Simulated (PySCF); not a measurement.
In+: excitation energy

In+ [Kr] 4d10 5s2 (1S) → In+ [Kr] 4d9 5s2 5p1 (high-spin determinant), as a difference of total energies. Computed with PySCF 2.14 in aug-cc-pVTZ-PP with one added diffuse shell each of d, f type with ECP28MDF (6s5p5d3f, 67 functions), with scalar relativity through the core potential. The calculations carry no spin-orbit coupling.

| method | excitation energy (cm⁻¹) |
| --- | --- |
| UHF | 147940 |
| LDA | 153820 |
| PBE | 152900 |
| PBE0 | 152920 |
| r2SCAN | 153350 |
| BLYP | 152470 |
| PW91 | 152990 |
| LC-wPBE | 150490 |
| revPBE | 152840 |

The upper state lies above the first ionisation limit, where it may autoionise and the basis confines it.

The determinant of the upper state mixes LS terms, which raises its energy above the lowest term, most at the Hartree-Fock and MP2 levels.
